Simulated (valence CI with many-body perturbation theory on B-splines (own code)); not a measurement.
**Rb22+: electric-dipole lines**

Calculated by relativistic CI+MBPT: five valence electrons over a frozen Dirac-Fock core [Ne], radial functions for each j: 9 s, 9 p, 8 d, 6 f, 3 g, 1 h, with the one-electron correlation potential Σ1 (screened to all orders), the two-electron term Σ2, the three-electron term Σ3, Breit, model QED; selected single and double excitations, second order for the rest (own B-spline code, finite nucleus).

No measured spectrum was set against this ion. As an estimate, levels of excited configurations hold to 0.05 to 0.15 % of their energy, terms of the ground configuration to about 0.5 %. Among the levels kept, up to 460 cm⁻¹ of a level comes from second order outside the variational space, and about a tenth of that is noise between levels of different J, which matters for small intervals.

Lines 51 to 100 of 174 in falling wavelength, among levels below 158.63 eV, chosen from the strongest by gf and those to the six lowest levels. Wavelengths and rates use the calculated energies, so an error of 400 cm⁻¹ moves a line at 183.7 Å by 0.073 % and its rate by three times that or more. Electric multipoles are in the length gauge, E1 and E2 with the static RPA response of the core. Weak lines are less certain than strong ones. Lines between different terms over intervals too small for the method are left out, as are lines whose strength nearly cancels. The highest levels of a list are the least certain.

Names give the largest LS component (configuration and term), which can be under half, so a name can repeat, a term be missing and a line seem to break the LS rules; names also repeat where a configuration has a term twice. Letters in brackets count levels of one name in rising energy.

```tsv
λ vac (Å)	Upper	Lower	A (s⁻¹)	log gf	Branch %
183.7	3s 3p4 4P_5/2	3s2 3p3 4S°_3/2	3.46e+09	-0.98	71.3
179.0	3s 3p4 2D_3/2	3s2 3p3 2D°_5/2	5.37e+08	-1.99	5.3
177.5	3p5 2P°_3/2	3s 3p4 2D_3/2	4.51e+09	-1.07	20.1
175.5	3s2 3p2 3d 2F_5/2	3s2 3p3 2P°_3/2	3.14e+06	-4.06	0.3
172.0	3s2 3p2 3d 4F_3/2	3s2 3p3 2P°_1/2	6.87e+08	-1.91	9.4
170.3	3s2 3p2 3d 4D_1/2	3s2 3p3 2P°_3/2	5.26e+08	-2.34	4.8
169.8	3s 3p4 2D_5/2	3s2 3p3 2D°_5/2	6.81e+09	-0.75	79.3
169.4	3s 3p4 2D_3/2	3s2 3p3 2D°_3/2	8.85e+09	-0.82	87.3
167.0	3s 3p3 3d 6D°_3/2	3s 3p4 4P_1/2	1.37e+08	-2.64	10.9
166.4	3s2 3p2 3d 2P_3/2 [a]	3s2 3p3 2P°_1/2	5.18e+08	-2.07	3.8
166.1	3s 3p4 4P_3/2	3s2 3p3 4S°_3/2	7.11e+09	-0.93	92.1
165.7	3s2 3p2 3d 4D_3/2	3s2 3p3 2P°_3/2	4.05e+08	-2.18	2.5
165.5	3s 3p4 2P_1/2	3s2 3p3 2P°_1/2	7.19e+09	-1.23	27.0
163.8	3s 3p3 3d 6D°_1/2	3s 3p4 4P_3/2	4.64e+08	-2.43	53.2
163.4	3s 3p3 3d 6D°_3/2	3s 3p4 4P_3/2	1.62e+08	-2.59	12.9
162.6	3s 3p4 4P_1/2	3s2 3p3 4S°_3/2	7.62e+09	-1.22	88.1
161.1	3s 3p4 2D_5/2	3s2 3p3 2D°_3/2	3.88e+07	-3.04	0.5
159.2	3s2 3p2 3d 4D_5/2	3s2 3p3 2P°_3/2	2.09e+08	-2.32	1.5
158.9	3s2 3p2 3d 4F_3/2	3s2 3p3 2D°_5/2	1.25e+09	-1.72	17.1
157.3	3s2 3p2 3d 2P_1/2 [a]	3s2 3p3 2P°_3/2	1.37e+10	-0.99	68.4
156.5	3p5 2P°_3/2	3s 3p4 4P_3/2	1.19e+09	-1.76	5.3
154.1	3s2 3p2 3d 2P_3/2 [a]	3s2 3p3 2D°_5/2	1.06e+10	-0.82	76.8
151.9	3s2 3p2 3d 4F_5/2	3s2 3p3 2D°_5/2	6.34e+08	-1.88	11.8
151.2	3s2 3p2 3d 4F_3/2	3s2 3p3 2D°_3/2	2.48e+09	-1.47	34.0
151.0	3s2 3p2 3d 4D_1/2	3s2 3p3 2P°_1/2	3.78e+09	-1.59	34.7
149.4	3s 3p3 3d 6D°_3/2	3s 3p4 4P_5/2	4.09e+08	-2.26	32.6
149.0	3s 3p3 3d 6D°_5/2	3s 3p4 4P_5/2	5.69e+08	-1.94	54.1
148.3	3s 3p3 3d 6D°_7/2	3s 3p4 4P_5/2	1.23e+08	-2.49	20.7
147.6	3s 3p4 2D_3/2	3s2 3p3 4S°_3/2	4.92e+08	-2.19	4.9
147.3	3s2 3p2 3d 4D_3/2	3s2 3p3 2P°_1/2	6.20e+08	-2.09	3.8
146.9	3s2 3p2 3d 2P_3/2 [a]	3s2 3p3 2D°_3/2	8.95e+08	-1.94	6.5
146.2	3s 3p4 2P_1/2	3s2 3p3 2D°_3/2	1.48e+10	-1.02	55.4
145.3	3s 3p4 2P_3/2	3s2 3p3 2P°_3/2	1.87e+09	-1.63	1.1
144.9	3s2 3p2 3d 4F_5/2	3s2 3p3 2D°_3/2	1.83e+07	-3.46	0.3
144.3	3s2 3p2 3d 2F_5/2	3s2 3p3 2D°_5/2	1.44e+08	-2.57	12.2
143.6	3p5 2P°_3/2	3s 3p4 4P_5/2	1.99e+09	-1.61	8.9
143.1	3s2 3p2 3d 4P_5/2	3s2 3p3 2P°_3/2	8.12e+06	-3.83	0.0
141.7	3s2 3p2 3d 4F_7/2	3s2 3p3 2D°_5/2	2.54e+08	-2.21	100.0
141.3	3s 3p4 2D_5/2	3s2 3p3 4S°_3/2	2.52e+08	-2.34	2.9
140.7	3s2 3p2 3d 2P_1/2 [a]	3s2 3p3 2P°_1/2	1.71e+09	-1.99	8.5
140.3	3s2 3p2 3d 4P_3/2	3s2 3p3 2P°_3/2	1.47e+09	-1.76	1.0
139.3	3s2 3p2 3d 2F_7/2 [a]	3s2 3p3 2D°_5/2	1.33e+08	-2.51	100.0
139.1	3s2 3p2 3d 4P_1/2	3s2 3p3 2P°_3/2	3.30e+09	-1.72	1.9
138.0	3s2 3p2 3d 2F_5/2	3s2 3p3 2D°_3/2	4.44e+07	-3.12	3.8
137.6	3s2 3p2 3d 4D_3/2	3s2 3p3 2D°_5/2	8.86e+09	-1.00	54.1
135.2	3s2 3p2 3d 2D_3/2 [a]	3s2 3p3 2P°_3/2	2.40e+06	-4.58	0.0
134.8	3s2 3p2 3d 4D_1/2	3s2 3p3 2D°_3/2	6.10e+09	-1.48	56.0
133.7	3s2 3p2 3d 4F_3/2	3s2 3p3 4S°_3/2	2.58e+09	-1.56	35.4
133.1	3s2 3p2 3d 4D_5/2	3s2 3p3 2D°_5/2	2.55e+09	-1.39	18.4
131.9	3s2 3p2 3d 4D_3/2	3s2 3p3 2D°_3/2	9.90e+08	-1.99	6.1
```

Q: How does gf follow from A for the line at 141.3 Å?

A: gf = 1.4992 × (2J+1)_upper × A / σ², with σ = 707645 cm⁻¹ and 2J+1 = 6: gf = 0.00453.
